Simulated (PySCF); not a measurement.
## Electron correlation in Ne²⁺ (neon, charge +2)

[He] 2s2 2p4, high-spin 3P determinant. All numbers are calculated (PySCF 2.14, scalar relativity by spin-free X2C-1e, in aug-cc-pCVTZ-DK with one added diffuse shell each of s, p, d, f type (8s7p5d3f, 75 functions)). Frozen: 1s2; 6 electrons correlated.

```json
{"level": "CCSD", "correlation energy (mhartree)": "-165.65"}
{"level": "(T)", "correlation energy (mhartree)": "-1.69"}
{"level": "CCSD(T)", "correlation energy (mhartree)": "-167.34"}
```

Diagnostics: T1 = 0.0028, D1 = 0.0063, largest double amplitude 0.020.

Cost of the coupled-cluster step: of the order of 5 core-seconds, for 6 correlated electrons.

Iterations:

```
CC2 = 0
CCSD nocc = (np.int64(4), np.int64(2)), nmo = (74, 74)
frozen orbitals [[0], [0]]
max_cycle = 100
direct = 0
conv_tol = 1e-08
conv_tol_normt = 1e-06
diis_space = 8
diis_start_cycle = 0
Init t2, MP2 energy = -0.151829062322757
Init E_corr(UCCSD) = -0.151829062338179
cycle = 1  E_corr(UCCSD) = -0.163165480440652  dE = -0.0113364181  norm(t1,t2) = 0.0167789
cycle = 2  E_corr(UCCSD) = -0.165018326731599  dE = -0.00185284629  norm(t1,t2) = 0.00494299
cycle = 3  E_corr(UCCSD) = -0.165675543437006  dE = -0.000657216705  norm(t1,t2) = 0.0018721
cycle = 4  E_corr(UCCSD) = -0.165642852257629  dE = 3.26911794e-05  norm(t1,t2) = 0.000341563
cycle = 5  E_corr(UCCSD) = -0.165647646151626  dE = -4.793894e-06  norm(t1,t2) = 5.90968e-05
cycle = 6  E_corr(UCCSD) = -0.165648456966696  dE = -8.10815071e-07  norm(t1,t2) = 1.18457e-05
cycle = 7  E_corr(UCCSD) = -0.165648238498352  dE = 2.18468344e-07  norm(t1,t2) = 2.62095e-06
cycle = 8  E_corr(UCCSD) = -0.165648231685189  dE = 6.81316303e-09  norm(t1,t2) = 4.47335e-07
UCCSD converged
E(UCCSD) = -126.6712792973315  E_corr = -0.165648231685189
UCCSD(T) correction = -0.00168719777693253
```
